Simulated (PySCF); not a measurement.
## Dipole response of N²⁺ (nitrogen, charge +2)

[He] 2s2 2p1, 2P determinant. Computed with PySCF 2.14 in aug-cc-pwCVDZ, with no relativity, point nucleus. Coupled (time-dependent) response in atomic units; α is the mean over directions. A double-zeta set is small for polarisabilities.

```
   method  mean α (bohr³)         α xx, yy, zz  C₆ (like pair)  S(−4)
      UHF           2.725  2.835, 2.506, 2.835           3.870  8.915
      PBE           2.600  2.716, 2.367, 2.716           3.691  6.802
     PBE0           2.614  2.732, 2.378, 2.732           3.711  6.982
    M06-L           2.634  2.753, 2.394, 2.753           3.878  6.276
CAM-B3LYP           2.605  2.728, 2.359, 2.728           3.686  6.896
```

S(−4) is the Cauchy moment in α(ω) = α(0) + S(−4) ω² + …

α(iu) at M06-L:

```
u (hartree)  α(iu) (bohr³)
          0          2.634
     0.0500          2.618
      0.100          2.573
      0.200          2.410
      0.300          2.188
      0.500          1.728
      0.750          1.276
       1.00         0.9679
       1.50         0.6061
       2.00         0.4124
       3.00         0.2244
       5.00        0.09684
```

A single London oscillator, α(iu) = α/(1 + u²/ω²), gives C₆ = (3/4) ω α². Matching the computed C₆ needs ω = 4 × 3.878 / (3 × 2.634²) = 0.745 hartree.

For an ion, C₆ is the dispersion term alone; charge-induced terms of lower order in 1/R come first.

The components differ because the open shell of this determinant is not spherical; for a pure term their mean is the scalar polarisability.
